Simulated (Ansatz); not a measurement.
Molecule: C2H3O (charge -1, singlet). It need not be the lowest isomer of its formula. Whether it binds its extra electron was not tested at this geometry. 
Coordinates optimised at B3LYP-D3(BJ)/def2-TZVP (Ansatz, a first-principles code):
```xyz
6

C      1.1912     0.0244     0.0032
C     -0.0166    -0.3001     0.5189
O     -1.0756     0.1804    -0.3534
H      1.3254     0.5728    -0.9412
H      2.0986    -0.2600     0.5301
H     -1.8664    -0.1020     0.1056
```
Charge -1, spin multiplicity 1.

Basis-set convergence of Hartree-Fock and MP2 correlation energies (hartree) with Ansatz. Cores are frozen in the correlated levels unless marked. No spin-orbit coupling. Non-relativistic. This anion needs diffuse functions, which these sets lack.

```json
[
 {"basis": "cc-pVDZ", "functions": "-", "E(HF)": "-152.23374", "E(corr, MP2)": "-0.45714"},
 {"basis": "cc-pVTZ", "functions": "132", "E(HF)": "?", "E(corr, MP2)": "?"}
]
```

Fill in the missing entries.


- cc-pVTZ, E(HF): -152.28882
- cc-pVTZ, E(corr, MP2): -0.57670
